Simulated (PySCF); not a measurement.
Correlation energy of Ne⁺ (neon, charge +1)

[He] 2s2 2p5, 2P determinant. Calculation: PySCF 2.14, in aug-cc-pwCVDZ (5s4p2d, 27 functions); the non-relativistic Hamiltonian (point nucleus). Frozen: nothing; 9 electrons correlated.

```
  level  correlation energy (mhartree)
   CCSD                        -195.43
    (T)                          -1.89
CCSD(T)                        -197.32
  CCSDT                        -197.43
```

Diagnostics: T1 = 0.0043, D1 = 0.0078, largest double amplitude 0.030.

Cost of the coupled-cluster step: of the order of 0.6 core-seconds, for 9 correlated electrons.

Iterations:

```
CC2 = 0
CCSD nocc = (np.int64(5), np.int64(4)), nmo = (27, 27)
frozen orbitals [[], []]
max_cycle = 100
direct = 0
conv_tol = 1e-08
conv_tol_normt = 1e-06
diis_space = 8
diis_start_cycle = 0
Init t2, MP2 energy = -0.184488511354049
Init E_corr(UCCSD) = -0.184488511355694
cycle = 1  E_corr(UCCSD) = -0.19306644108797  dE = -0.00857792973  norm(t1,t2) = 0.0209829
cycle = 2  E_corr(UCCSD) = -0.194860453776957  dE = -0.00179401269  norm(t1,t2) = 0.00534746
cycle = 3  E_corr(UCCSD) = -0.19541286989419  dE = -0.000552416117  norm(t1,t2) = 0.00231233
cycle = 4  E_corr(UCCSD) = -0.195442206443875  dE = -2.93365497e-05  norm(t1,t2) = 0.000613054
cycle = 5  E_corr(UCCSD) = -0.195426007108652  dE = 1.61993352e-05  norm(t1,t2) = 0.000247324
cycle = 6  E_corr(UCCSD) = -0.195429213276717  dE = -3.20616807e-06  norm(t1,t2) = 3.42002e-05
cycle = 7  E_corr(UCCSD) = -0.195429261871209  dE = -4.85944918e-08  norm(t1,t2) = 6.8195e-06
cycle = 8  E_corr(UCCSD) = -0.195429135635542  dE = 1.26235668e-07  norm(t1,t2) = 1.79218e-06
cycle = 9  E_corr(UCCSD) = -0.195429131091847  dE = 4.54369464e-09  norm(t1,t2) = 3.05521e-07
UCCSD converged
E(UCCSD) = -127.9624755529374  E_corr = -0.1954291310918469
UCCSD(T) correction = -0.00189166128498138
```
